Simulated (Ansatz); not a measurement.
Ansatz (a first-principles code) input file for C3H8AlF, SMILES [AlH]([F])[CH](C)C, B3LYP-D3(BJ)/def2-SVP. 

Ansatz 0.2 input:
```yaml
crystal:
  periodic: [false, false, false]
  atoms:
    - {symbol: Al, position_ang: [-0.40955155, 1.13123734, -0.10902026]}
    - {symbol: F, position_ang: [0.94564343, 1.91393899, 0.41084311]}
    - {symbol: H, position_ang: [-1.57673911, 2.06836999, -0.42049383]}
    - {symbol: C, position_ang: [-0.47796705, -0.87802107, -0.29896931]}
    - {symbol: C, position_ang: [-0.59506932, -1.58901146, 1.06162999]}
    - {symbol: C, position_ang: [0.78713232, -1.37246928, -1.02293440]}
    - {symbol: H, position_ang: [-1.35036587, -1.17732333, -0.89875550]}
    - {symbol: H, position_ang: [-0.58376609, -2.67268043, 0.93347786]}
    - {symbol: H, position_ang: [0.23890944, -1.31728462, 1.70960731]}
    - {symbol: H, position_ang: [-1.52116259, -1.31291719, 1.56527473]}
    - {symbol: H, position_ang: [0.82228698, -0.98994567, -2.04365311]}
    - {symbol: H, position_ang: [0.81585075, -2.46231745, -1.06133102]}
    - {symbol: H, position_ang: [1.68379028, -1.03042656, -0.50280873]}
basis:
  gaussian:
    orbitals: def2-SVP
hamiltonian:
  xc: b3lyp
  dispersion: d3bj
relax: {f_tol: 0.002, max_steps: 200}
```

Output:

```
[...]
integrals: 0.07 GiB planned
1240 factors; integrals over basis functions are off by at most 3.7e-4 eV
mean field: 0.49 GiB planned
mean field -12551.42130119 eV, -461.2562251598 hartree, gradient 6.5e-5 eV, S^2 0.000000; 0 other end points of the search recorded, 0 dependent functions left out
the calculation of the forces begins
reference -12551.42156360 eV, -461.2562348033 hartree; 24, 24 occupied and 90, 90 virtual orbitals, 1240 factors
relax step  45: F+E_penalty+E_count = -12551.85781191 eV  Δ(F+E_penalty+E_count) = -8.147e-5 eV  max|allowed force component| = 1.697e-2 eV/Å  Δτ_max = 0.0016 Å  (19 SCF iters, accepted)
these checks for a lower state are left out or cut short: starts, cluster_reference, orbital_swaps, neighbouring_geometries, increment
integrals: 0.07 GiB planned
1240 factors; integrals over basis functions are off by at most 3.7e-4 eV
mean field: 0.49 GiB planned
mean field -12551.42066671 eV, -461.2562018432 hartree, gradient 1.9e-5 eV, S^2 0.000000; 0 other end points of the search recorded, 0 dependent functions left out
the calculation of the forces begins
reference -12551.42092899 eV, -461.2562114816 hartree; 24, 24 occupied and 90, 90 virtual orbitals, 1240 factors
relax step  46: F+E_penalty+E_count = -12551.85746679 eV  Δ(F+E_penalty+E_count) = +3.451e-4 eV  max|allowed force component| = 7.165e-2 eV/Å  Δτ_max = 0.0088 Å  (23 SCF iters, rejected (line search))
these checks for a lower state are left out or cut short: starts, cluster_reference, orbital_swaps, neighbouring_geometries, increment
integrals: 0.07 GiB planned
1240 factors; integrals over basis functions are off by at most 3.7e-4 eV
mean field: 0.49 GiB planned
mean field -12551.42132395 eV, -461.2562259961 hartree, gradient 8.0e-6 eV, S^2 0.000000; 0 other end points of the search recorded, 0 dependent functions left out
the calculation of the forces begins
reference -12551.42158632 eV, -461.2562356382 hartree; 24, 24 occupied and 90, 90 virtual orbitals, 1240 factors
relax step  47: F+E_penalty+E_count = -12551.85784399 eV  Δ(F+E_penalty+E_count) = -3.209e-5 eV  max|allowed force component| = 3.076e-3 eV/Å  Δτ_max = 0.0043 Å  (23 SCF iters, accepted)
these checks for a lower state are left out or cut short: starts, cluster_reference, orbital_swaps, neighbouring_geometries, increment
integrals: 0.07 GiB planned
1240 factors; integrals over basis functions are off by at most 3.7e-4 eV
mean field: 0.49 GiB planned
mean field -12551.42145660 eV, -461.2562308710 hartree, gradient 7.3e-6 eV, S^2 0.000000; 0 other end points of the search recorded, 0 dependent functions left out
the calculation of the forces begins
reference -12551.42171866 eV, -461.2562405016 hartree; 24, 24 occupied and 90, 90 virtual orbitals, 1240 factors
relax step  48: F+E_penalty+E_count = -12551.85792204 eV  Δ(F+E_penalty+E_count) = -7.804e-5 eV  max|allowed force component| = 1.079e-2 eV/Å  Δτ_max = 0.0451 Å  (27 SCF iters, accepted)
these checks for a lower state are left out or cut short: starts, cluster_reference, orbital_swaps, neighbouring_geometries, increment
integrals: 0.07 GiB planned
1240 factors; integrals over basis functions are off by at most 3.7e-4 eV
mean field: 0.49 GiB planned
mean field -12551.42156926 eV, -461.2562350113 hartree, gradient 5.7e-6 eV, S^2 0.000000; 0 other end points of the search recorded, 0 dependent functions left out
the calculation of the forces begins
reference -12551.42183081 eV, -461.2562446232 hartree; 24, 24 occupied and 90, 90 virtual orbitals, 1240 factors
relax step  49: F+E_penalty+E_count = -12551.85790637 eV  Δ(F+E_penalty+E_count) = +1.566e-5 eV  max|allowed force component| = 4.291e-2 eV/Å  Δτ_max = 0.0701 Å  (28 SCF iters, rejected (line search))
these checks for a lower state are left out or cut short: starts, cluster_reference, orbital_swaps, neighbouring_geometries, increment
integrals: 0.07 GiB planned
1240 factors; integrals over basis functions are off by at most 3.7e-4 eV
mean field: 0.49 GiB planned
mean field evaluation 320: about -12551.3998 eV, gradient 1.1e0 eV
mean field -12551.42154163 eV, -461.2562339958 hartree, gradient 7.0e-6 eV, S^2 0.000000; 0 other end points of the search recorded, 0 dependent functions left out
the calculation of the forces begins
reference -12551.42180343 eV, -461.2562436167 hartree; 24, 24 occupied and 90, 90 virtual orbitals, 1240 factors
relax step  50: F+E_penalty+E_count = -12551.85796808 eV  Δ(F+E_penalty+E_count) = -4.605e-5 eV  max|allowed force component| = 1.141e-2 eV/Å  Δτ_max = 0.0343 Å  (28 SCF iters, accepted)
these checks for a lower state are left out or cut short: starts, cluster_reference, orbital_swaps, neighbouring_geometries, increment
integrals: 0.07 GiB planned
1240 factors; integrals over basis functions are off by at most 3.7e-4 eV
mean field: 0.49 GiB planned
mean field -12551.42158209 eV, -461.2562354826 hartree, gradient 6.9e-6 eV, S^2 0.000000; 0 other end points of the search recorded, 0 dependent functions left out
the calculation of the forces begins
reference -12551.42184358 eV, -461.2562450923 hartree; 24, 24 occupied and 90, 90 virtual orbitals, 1240 factors
relax step  51: F+E_penalty+E_count = -12551.85794583 eV  Δ(F+E_penalty+E_count) = +2.226e-5 eV  max|allowed force component| = 2.489e-2 eV/Å  Δτ_max = 0.0451 Å  (26 SCF iters, rejected (line search))
these checks for a lower state are left out or cut short: starts, cluster_reference, orbital_swaps, neighbouring_geometries, increment
integrals: 0.07 GiB planned
1240 factors; integrals over basis functions are off by at most 3.7e-4 eV
mean field: 0.49 GiB planned
mean field -12551.42158193 eV, -461.2562354770 hartree, gradient 7.0e-6 eV, S^2 0.000000; 0 other end points of the search recorded, 0 dependent functions left out
the calculation of the forces begins
reference -12551.42184356 eV, -461.2562450916 hartree; 24, 24 occupied and 90, 90 virtual orbitals, 1240 factors
relax step  52: F+E_penalty+E_count = -12551.85798715 eV  Δ(F+E_penalty+E_count) = -1.907e-5 eV  max|allowed force component| = 6.705e-3 eV/Å  Δτ_max = 0.0223 Å  (28 SCF iters, accepted)
these checks for a lower state are left out or cut short: starts, cluster_reference, orbital_swaps, neighbouring_geometries, increment
integrals: 0.07 GiB planned
1240 factors; integrals over basis functions are off by at most 3.7e-4 eV
mean field: 0.49 GiB planned
mean field -12551.42162392 eV, -461.2562370198 hartree, gradient 7.0e-6 eV, S^2 0.000000; 0 other end points of the search recorded, 0 dependent functions left out
the calculation of the forces begins
reference -12551.42188531 eV, -461.2562466258 hartree; 24, 24 occupied and 90, 90 virtual orbitals, 1240 factors
relax step  53: F+E_penalty+E_count = -12551.85800611 eV  Δ(F+E_penalty+E_count) = -1.896e-5 eV  max|allowed force component| = 7.721e-3 eV/Å  Δτ_max = 0.0356 Å  (28 SCF iters, accepted)
these checks for a lower state are left out or cut short: starts, cluster_reference, orbital_swaps, neighbouring_geometries, increment
integrals: 0.07 GiB planned
1240 factors; integrals over basis functions are off by at most 3.7e-4 eV
mean field: 0.49 GiB planned
mean field -12551.42161994 eV, -461.2562368735 hartree, gradient 2.2e-5 eV, S^2 0.000000; 0 other end points of the search recorded, 0 dependent functions left out
the calculation of the forces begins
reference -12551.42188134 eV, -461.2562464798 hartree; 24, 24 occupied and 90, 90 virtual orbitals, 1240 factors
relax step  54: F+E_penalty+E_count = -12551.85800870 eV  Δ(F+E_penalty+E_count) = -2.587e-6 eV  max|allowed force component| = 6.423e-3 eV/Å  Δτ_max = 0.0009 Å  (18 SCF iters, accepted)
these checks for a lower state are left out or cut short: starts, cluster_reference, orbital_swaps, neighbouring_geometries, increment
integrals: 0.07 GiB planned
1240 factors; integrals over basis functions are off by at most 3.7e-4 eV
mean field: 0.49 GiB planned
mean field evaluation 352: about -12551.4034 eV, gradient 1.6e-1 eV
mean field -12551.42161307 eV, -461.2562366212 hartree, gradient 8.1e-6 eV, S^2 0.000000; 0 other end points of the search recorded, 0 dependent functions left out
the calculation of the forces begins
reference -12551.42187445 eV, -461.2562462267 hartree; 24, 24 occupied and 90, 90 virtual orbitals, 1240 factors
relax step  55: F+E_penalty+E_count = -12551.85801090 eV  Δ(F+E_penalty+E_count) = -2.201e-6 eV  max|allowed force component| = 4.936e-3 eV/Å  Δτ_max = 0.0039 Å  (23 SCF iters, accepted)
these checks for a lower state are left out or cut short: starts, cluster_reference, orbital_swaps, neighbouring_geometries, increment
integrals: 0.07 GiB planned
1240 factors; integrals over basis functions are off by at most 3.7e-4 eV
mean field: 0.49 GiB planned
mean field -12551.42160757 eV, -461.2562364192 hartree, gradient 9.4e-6 eV, S^2 0.000000; 0 other end points of the search recorded, 0 dependent functions left out
the calculation of the forces begins
reference -12551.42186893 eV, -461.2562460237 hartree; 24, 24 occupied and 90, 90 virtual orbitals, 1240 factors
relax step  56: F+E_penalty+E_count = -12551.85801218 eV  Δ(F+E_penalty+E_count) = -1.276e-6 eV  max|allowed force component| = 3.408e-3 eV/Å  Δτ_max = 0.0045 Å  (22 SCF iters, accepted)
these checks for a lower state are left out or cut short: starts, cluster_reference, orbital_swaps, neighbouring_geometries, increment
integrals: 0.07 GiB planned
1240 factors; integrals over basis functions are off by at most 3.7e-4 eV
mean field: 0.49 GiB planned
mean field -12551.42160918 eV, -461.2562364781 hartree, gradient 1.3e-5 eV, S^2 0.000000; 0 other end points of the search recorded, 0 dependent functions left out
the calculation of the forces begins
reference -12551.42187049 eV, -461.2562460814 hartree; 24, 24 occupied and 90, 90 virtual orbitals, 1240 factors
relax step  57: F+E_penalty+E_count = -12551.85801279 eV  Δ(F+E_penalty+E_count) = -6.113e-7 eV  max|allowed force component| = 1.501e-3 eV/Å  Δτ_max = 0.0054 Å  (22 SCF iters, accepted)
integrals: 0.07 GiB planned
1240 factors; integrals over basis functions are off by at most 3.7e-4 eV
mean field: 0.49 GiB planned
mean field evaluation 384: about -12551.4216 eV, gradient 1.8e-4 eV
mean field -12551.42160918 eV, -461.2562364781 hartree, gradient 1.3e-5 eV, S^2 0.000000; 1 other end points of the search recorded, 0 dependent functions left out
the calculation of the forces begins
reference -12551.42187049 eV, -461.2562460814 hartree; 24, 24 occupied and 90, 90 virtual orbitals, 1240 factors
Total energy: -12551.85827411 eV, -461.2722836183 hartree
Atom 0 at    -0.423737     1.103889    -0.109746 Å, force     0.000541     0.000838    -0.001501 eV/Å
Atom 1 at     0.613799     2.034480    -1.036254 Å, force    -0.000804    -0.000795     0.000972 eV/Å
Atom 2 at    -1.399416     1.904571     0.843026 Å, force     0.000053     0.000019     0.000265 eV/Å
Atom 3 at    -0.370608    -0.849968    -0.310377 Å, force     0.000310     0.000238     0.000371 eV/Å
Atom 4 at    -0.762718    -1.576836     0.987975 Å, force    -0.000054    -0.000091    -0.000025 eV/Å
Atom 5 at     0.953972    -1.374190    -0.888176 Å, force     0.000024    -0.000271    -0.000051 eV/Å
Atom 6 at    -1.167365    -1.055000    -1.056938 Å, force    -0.000193     0.000071    -0.000142 eV/Å
Atom 7 at    -0.845166    -2.667287     0.829424 Å, force    -0.000043    -0.000104     0.000034 eV/Å
Atom 8 at    -0.008468    -1.427263     1.780279 Å, force     0.000093    -0.000004     0.000067 eV/Å
Atom 9 at    -1.729972    -1.231068     1.389398 Å, force    -0.000060     0.000018     0.000041 eV/Å
Atom 10 at     1.214476    -0.887423    -1.841295 Å, force     0.000030     0.000051    -0.000114 eV/Å
Atom 11 at     0.909740    -2.463439    -1.069889 Å, force     0.000026     0.000014    -0.000029 eV/Å
Atom 12 at     1.794455    -1.199318    -0.194561 Å, force     0.000078     0.000014     0.000113 eV/Å
Dipole moment:    -0.157082    -0.307219     0.108311 e Å
```

The run converged.
